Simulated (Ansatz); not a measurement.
C2H6S2Si, SMILES `C1[SiH2]SCS1` at its PBE0-D4/def2-TZVP geometry, where that method's forces vanish. The species carries charge 0 and has multiplicity 1.

```xyz
11

C     0.6411    0.3668    1.0167
Si   -0.7579   -0.8787    0.8142
S    -1.0759   -0.8335   -1.2973
C     0.1312    0.5007   -1.6324
S     0.3879    1.6171   -0.2526
H     0.5787    0.8701    1.9839
H     1.6266   -0.0980    0.9307
H    -1.9678   -0.4514    1.5616
H    -0.3767   -2.2412    1.2719
H     1.0736    0.0477   -1.9421
H    -0.2608    1.1004   -2.4546
```

(1) What forces (eV/Å) does PBE-D4/def2-TZVPP give on these atoms in the Gaussian-basis code of Ansatz? (Estimate.)

Results:

(1) Computed: 
```
C1   0.031 -0.050  0.042
Si2 -0.055 -0.055  0.039
S3  -0.266 -0.266 -0.170
C4   0.059  0.033 -0.020
S5   0.001  0.425  0.016
H6  -0.007  0.100  0.192
H7   0.201 -0.107  0.000
H8  -0.133  0.045  0.093
H9   0.044 -0.153  0.058
H10  0.201 -0.102 -0.075
H11 -0.076  0.131 -0.174
```
